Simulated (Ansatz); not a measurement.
Computed with frozen-core CCSD(T)/cc-pVDZ // PBE0-D4/def2-SVP (Ansatz, a quantum-chemistry and plane-wave program). The restricted HF reference is unstable towards unrestricted orbitals.

Ansatz 0.2 input:
```yaml
crystal:
  periodic: [false, false, false]
  atoms:
    - { symbol: Si, position_ang: [3.651946, -0.252875, -0.469583] }
    - { symbol: C, position_ang: [1.84877, -0.044215, 0.009247] }
    - { symbol: C, position_ang: [1.48946, 0.405862, 1.311613] }
    - { symbol: C, position_ang: [0.175133, 0.563232, 1.676397] }
    - { symbol: C, position_ang: [-0.87112, 0.279843, 0.760375] }
    - { symbol: C, position_ang: [-2.235497, 0.432706, 1.108275] }
    - { symbol: C, position_ang: [-3.214307, 0.145558, 0.186291] }
    - { symbol: Cl, position_ang: [-4.883233, 0.3311, 0.607893] }
    - { symbol: C, position_ang: [-2.891173, -0.303443, -1.115198] }
    - { symbol: C, position_ang: [-1.572684, -0.456617, -1.467698] }
    - { symbol: C, position_ang: [-0.52988, -0.172496, -0.549646] }
    - { symbol: C, position_ang: [0.837814, -0.323242, -0.891455] }
    - { symbol: H, position_ang: [4.326749, -1.244965, 0.42408] }
    - { symbol: H, position_ang: [4.387779, 1.043645, -0.344109] }
    - { symbol: H, position_ang: [3.730104, -0.729515, -1.883335] }
    - { symbol: H, position_ang: [2.272778, 0.633082, 2.040942] }
    - { symbol: H, position_ang: [-0.082341, 0.909991, 2.680535] }
    - { symbol: H, position_ang: [-2.507775, 0.77801, 2.107267] }
    - { symbol: H, position_ang: [-3.695649, -0.521198, -1.819281] }
    - { symbol: H, position_ang: [-1.314012, -0.803168, -2.471538] }
    - { symbol: H, position_ang: [1.077138, -0.671294, -1.90107] }
basis:
  gaussian: { orbitals: cc-pVDZ }
correlation:
  method: ccsd_t
```

Output:

```
Functional definition: HF
2087 factors; integrals over basis functions are off by at most 1.0e-3 eV
mean field evaluation 1: about -30808.1326 eV, gradient 3.9e1 eV
mean field evaluation 2: about -30808.6795 eV, gradient 3.9e1 eV
mean field evaluation 4: about -30813.8695 eV, gradient 7.2e0 eV
mean field evaluation 8: about -30814.0267 eV, gradient 3.3e-1 eV
mean field evaluation 16: about -30808.1305 eV, gradient 3.9e1 eV
mean field -30814.02774205 eV, -1132.3946330222 hartree, gradient 2.0e-6 eV, S^2 0.000000; 0 other end points of the search recorded, 0 dependent functions left out; unrestricted orbitals would lower it
20 core orbitals not correlated
reference -30814.02774205 eV, -1132.3946330222 hartree; 30, 30 occupied and 171, 171 virtual orbitals, 2087 factors
second order -41.71502548 eV of doubles, -0.00000000 eV of singles
cycle   1  -42.03584030 eV  change   -3.2e-1 eV  update   1.7e-1
cycle   2  -43.30797073 eV  change    -1.3e0 eV  update   5.5e-2
cycle   3  -43.59491491 eV  change   -2.9e-1 eV  update   2.3e-2
cycle   4  -43.59867359 eV  change   -3.8e-3 eV  update   7.4e-3
cycle   5  -43.60038223 eV  change   -1.7e-3 eV  update   3.3e-3
cycle   6  -43.60190552 eV  change   -1.5e-3 eV  update   9.9e-4
cycle   7  -43.60152167 eV  change    3.8e-4 eV  update   3.6e-4
cycle   8  -43.60153578 eV  change   -1.4e-5 eV  update   1.4e-4
cycle   9  -43.60160737 eV  change   -7.2e-5 eV  update   5.9e-5
perturbative correction -1.97466743 eV, -0.0725676897 hartree
Total energy: -30859.60401685 eV, -1134.0695302284 hartree
```

Cost: very roughly 23 core-minutes.
